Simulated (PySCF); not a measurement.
Mg(H)(iPr) (C3H8Mg), SMILES C[CH](C)[MgH]. Heavy atoms are numbered as in [MgH:1][CH:3]([CH3:4])[CH3:5]. Hydrogens are named by the atom that carries them.

Geometry: r2SCAN-D4/def2-SVP. The structure was generated by enumeration; whether it is a known compound was not checked.

The numbers are results of PBE/pcSseg-1 run with PySCF, not measurements.

GIAO shieldings, no solvent; atoms alike by connectivity are averaged. δ = σ(ref) − σ: ¹H against TMS (σ = 31.49 ppm); ¹³C against TMS (σ = 182.0 ppm), references at their B3LYP-D3(BJ)/def2-TZVP geometries, non-relativistic.

```json
[
 {"atoms": "H on Mg1", "nucleus": "¹H", "count": "1", "δ (ppm)": "(withheld)"},
 {"atoms": "H on C4", "nucleus": "¹H", "count": "6", "δ (ppm)": "1.62"},
 {"atoms": "H on C3", "nucleus": "¹H", "count": "1", "δ (ppm)": "(withheld)"},
 {"atoms": "C4 (CH3)", "nucleus": "¹³C", "count": "2", "δ (ppm)": "28.2"},
 {"atoms": "C3 (CH)", "nucleus": "¹³C", "count": "1", "δ (ppm)": "22.5"}
]
```

Fill in the missing entries. (Estimate from the structure and the level; the computed values follow.)


- H on Mg1, δ (ppm): 5.32
- H on C3, δ (ppm): 0.69
